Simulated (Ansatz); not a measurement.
Ansatz (a program for electronic structure) input (B3LYP-D3(BJ)/def2-TZVP):

Ansatz 0.2 input:
```yaml
crystal:
  periodic: [false, false, false]
  atoms:
    - {symbol: Hf, position_ang: [0.11165211, -0.07611599, 0.15421151]}
    - {symbol: O, position_ang: [0.89423775, 0.03190528, -1.41192347]}
    - {symbol: F, position_ang: [-1.68809485, 0.58056766, 0.02135096]}
basis:
  gaussian:
    orbitals: def2-TZVP
hamiltonian:
  xc: b3lyp
  dispersion: d3bj
magnetization: {spin_polarized: true, initial_magnetization: 1}
phonons: {temperatures: {t_min: 298.15, t_max: 298.15, t_step: 100}}
```

Output:

```
Functional definition: B3LYP
integrals: 0.03 GiB planned
680 factors; their error is unknown
mean field: 0.34 GiB planned
mean field evaluation 1: about -6060.4252 eV, gradient 6.4e1 eV
mean field evaluation 2: about -5814.4280 eV, gradient 1.9e2 eV
mean field evaluation 4: about -6072.6066 eV, gradient 2.7e1 eV
mean field evaluation 8: about -6075.2055 eV, gradient 1.1e-1 eV
mean field evaluation 16: about -6075.2260 eV, gradient 7.7e-4 eV
mean field -6075.22595589 eV, -223.2604359429 hartree, gradient 2.3e-5 eV, S^2 0.751593; 0 other end points of the search recorded, 0 dependent functions left out
the calculation of the forces begins
reference -6075.22617935 eV, -223.2604441550 hartree; 15, 14 occupied and 87, 88 virtual orbitals, 680 factors
these checks for a lower state are left out or cut short: stability, starts, cluster_reference, orbital_swaps, neighbouring_geometries, increment
integrals: 0.03 GiB planned
680 factors; their error is unknown
mean field: 0.34 GiB planned
mean field -6075.22586030 eV, -223.2604324300 hartree, gradient 2.9e-6 eV, S^2 0.751589; 0 other end points of the search recorded, 0 dependent functions left out
the calculation of the forces begins
reference -6075.22608375 eV, -223.2604406417 hartree; 15, 14 occupied and 87, 88 virtual orbitals, 680 factors
these checks for a lower state are left out or cut short: stability, starts, cluster_reference, orbital_swaps, neighbouring_geometries, increment
integrals: 0.03 GiB planned
680 factors; their error is unknown
mean field: 0.34 GiB planned
mean field evaluation 32: about -6075.2055 eV, gradient 1.3e-3 eV
mean field -6075.22585438 eV, -223.2604322125 hartree, gradient 1.9e-6 eV, S^2 0.751596; 0 other end points of the search recorded, 0 dependent functions left out
the calculation of the forces begins
reference -6075.22607785 eV, -223.2604404250 hartree; 15, 14 occupied and 87, 88 virtual orbitals, 680 factors
these checks for a lower state are left out or cut short: stability, starts, cluster_reference, orbital_swaps, neighbouring_geometries, increment
integrals: 0.03 GiB planned
680 factors; their error is unknown
mean field: 0.34 GiB planned
mean field -6075.22588078 eV, -223.2604331826 hartree, gradient 1.8e-6 eV, S^2 0.751585; 0 other end points of the search recorded, 0 dependent functions left out
the calculation of the forces begins
reference -6075.22610425 eV, -223.2604413952 hartree; 15, 14 occupied and 87, 88 virtual orbitals, 680 factors
these checks for a lower state are left out or cut short: stability, starts, cluster_reference, orbital_swaps, neighbouring_geometries, increment
integrals: 0.03 GiB planned
680 factors; their error is unknown
mean field: 0.34 GiB planned
mean field -6075.22589173 eV, -223.2604335849 hartree, gradient 2.4e-6 eV, S^2 0.751601; 0 other end points of the search recorded, 0 dependent functions left out
the calculation of the forces begins
reference -6075.22611517 eV, -223.2604417965 hartree; 15, 14 occupied and 87, 88 virtual orbitals, 680 factors
these checks for a lower state are left out or cut short: stability, starts, cluster_reference, orbital_swaps, neighbouring_geometries, increment
integrals: 0.03 GiB planned
680 factors; their error is unknown
mean field: 0.34 GiB planned
mean field -6075.22594307 eV, -223.2604354719 hartree, gradient 3.0e-6 eV, S^2 0.751596; 0 other end points of the search recorded, 0 dependent functions left out
the calculation of the forces begins
reference -6075.22616655 eV, -223.2604436844 hartree; 15, 14 occupied and 87, 88 virtual orbitals, 680 factors
these checks for a lower state are left out or cut short: stability, starts, cluster_reference, orbital_swaps, neighbouring_geometries, increment
integrals: 0.03 GiB planned
680 factors; their error is unknown
mean field: 0.34 GiB planned
mean field evaluation 64: about -6075.2056 eV, gradient 6.9e-4 eV
mean field -6075.22591689 eV, -223.2604345097 hartree, gradient 3.0e-6 eV, S^2 0.751589; 0 other end points of the search recorded, 0 dependent functions left out
the calculation of the forces begins
reference -6075.22614034 eV, -223.2604427214 hartree; 15, 14 occupied and 87, 88 virtual orbitals, 680 factors
these checks for a lower state are left out or cut short: stability, starts, cluster_reference, orbital_swaps, neighbouring_geometries, increment
integrals: 0.03 GiB planned
680 factors; their error is unknown
mean field: 0.34 GiB planned
mean field -6075.22590176 eV, -223.2604339536 hartree, gradient 2.1e-6 eV, S^2 0.751600; 0 other end points of the search recorded, 0 dependent functions left out
the calculation of the forces begins
reference -6075.22612521 eV, -223.2604421654 hartree; 15, 14 occupied and 87, 88 virtual orbitals, 680 factors
these checks for a lower state are left out or cut short: stability, starts, cluster_reference, orbital_swaps, neighbouring_geometries, increment
integrals: 0.03 GiB planned
680 factors; their error is unknown
mean field: 0.34 GiB planned
mean field -6075.22588346 eV, -223.2604332812 hartree, gradient 2.9e-6 eV, S^2 0.751585; 0 other end points of the search recorded, 0 dependent functions left out
the calculation of the forces begins
reference -6075.22610693 eV, -223.2604414935 hartree; 15, 14 occupied and 87, 88 virtual orbitals, 680 factors
these checks for a lower state are left out or cut short: stability, starts, cluster_reference, orbital_swaps, neighbouring_geometries, increment
integrals: 0.03 GiB planned
680 factors; their error is unknown
mean field: 0.34 GiB planned
mean field -6075.22586465 eV, -223.2604325900 hartree, gradient 1.9e-6 eV, S^2 0.751593; 0 other end points of the search recorded, 0 dependent functions left out
the calculation of the forces begins
reference -6075.22608812 eV, -223.2604408021 hartree; 15, 14 occupied and 87, 88 virtual orbitals, 680 factors
these checks for a lower state are left out or cut short: stability, starts, cluster_reference, orbital_swaps, neighbouring_geometries, increment
integrals: 0.03 GiB planned
680 factors; their error is unknown
mean field: 0.34 GiB planned
mean field evaluation 96: about -6075.2056 eV, gradient 5.3e-4 eV
mean field -6075.22589675 eV, -223.2604337697 hartree, gradient 2.9e-6 eV, S^2 0.751593; 0 other end points of the search recorded, 0 dependent functions left out
the calculation of the forces begins
reference -6075.22612022 eV, -223.2604419818 hartree; 15, 14 occupied and 87, 88 virtual orbitals, 680 factors
these checks for a lower state are left out or cut short: stability, starts, cluster_reference, orbital_swaps, neighbouring_geometries, increment
integrals: 0.03 GiB planned
680 factors; their error is unknown
mean field: 0.34 GiB planned
mean field -6075.22595003 eV, -223.2604357274 hartree, gradient 1.9e-6 eV, S^2 0.751593; 0 other end points of the search recorded, 0 dependent functions left out
the calculation of the forces begins
reference -6075.22617348 eV, -223.2604439392 hartree; 15, 14 occupied and 87, 88 virtual orbitals, 680 factors
these checks for a lower state are left out or cut short: stability, starts, cluster_reference, orbital_swaps, neighbouring_geometries, increment
integrals: 0.03 GiB planned
680 factors; their error is unknown
mean field: 0.34 GiB planned
mean field -6075.22595735 eV, -223.2604359967 hartree, gradient 3.0e-6 eV, S^2 0.751592; 0 other end points of the search recorded, 0 dependent functions left out
the calculation of the forces begins
reference -6075.22618083 eV, -223.2604442091 hartree; 15, 14 occupied and 87, 88 virtual orbitals, 680 factors
Total energy: -6075.29868541 eV, -223.2631087035 hartree
Atom 0 at     0.111652    -0.076116     0.154212 Å, force     0.000415    -0.000763     0.002552 eV/Å
Atom 1 at     0.894238     0.031905    -1.411923 Å, force     0.000739     0.000269    -0.002168 eV/Å
Atom 2 at    -1.688095     0.580568     0.021351 Å, force    -0.001154     0.000494    -0.000384 eV/Å
Dipole moment:     0.182142    -0.289627     0.934264 e Å
Vibrations: 211.95 620.59 938.08 cm⁻¹, zero-point energy 0.109765 eV
```

The spin state was set by rule; other spins were not relaxed.
